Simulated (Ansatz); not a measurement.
The cluster Ga₂Te₃, relaxed as a singlet with RKS r2SCAN-D4/def2-SVP in Ansatz, starting from the GFN2-xTB geometry. Force threshold 0.02 eV/Å.

In the def2 sets Te takes a core potential; there is no spin–orbit coupling. The structure comes from a short search, and lower isomers may exist.

Start:

Cartesian coordinates in Å:
```
Ga -0.281 -0.914 0.077
Ga 1.441 1.489 -1.244
Te 1.260 -1.494 -1.749
Te -1.891 -0.679 1.955
Te -0.529 1.598 0.962
```

Estimate the energy that the relaxation releases and the steps that it takes.

0.16 eV, in 7 steps; 17 s on 4 threads of AMD EPYC 7B13 on a shared host. The force fell under the threshold at step 6, but the optimiser went on. No frequencies were taken in this run, so the end may be a saddle point.

Does the start keep its bonding and symmetry?

By distances, no bond broke or formed. The bond that changes most is Ga2–Te3, from 3.03 to 2.78 Å (atoms count from 1). Point group Cs at the start, Cs at the end, both within 0.05 Å.

Predict the relaxed structure.


```xyz
5

Ga   -0.273   -0.896    0.092
Ga    1.343    1.346   -1.175
Te    1.272   -1.372   -1.740
Te   -1.903   -0.719    1.947
Te   -0.438    1.641    0.876
```
Bond lengths (bridged metal pairs left out): 5 × Ga–Te 2.44 to 2.78 Å; 1 × Te–Te 2.98 Å.
